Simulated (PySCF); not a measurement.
C2H9AlSi, SMILES [CH3][Al]([CH3])[SiH3].

Coordinates come from a ωB97X-D3(BJ)/def2-SVP optimisation. The structure was generated by enumeration; whether it is a known compound was not checked.

All values below come from PySCF with PBE/def2-TZVP.

The molecule is in vacuum.

| Quantity | Result |
|---|---|
| total energy | -613.18110 hartree |
| highest occupied level | -6.05 eV |
| lowest empty level | -2.10 eV |
| orbital gap | 3.95 eV |
| dipole moment | 1.33 D |
| quadrupole, principal values (traceless, Buckingham form, about the centre of nuclear charge) | -4.87, -1.08, 5.95 D·Å |
| mean static polarisability | 88.0 bohr³ (13.04 Å³) |
| polarisability, principal values | 70.5, 90.0, 103.5 bohr³ |
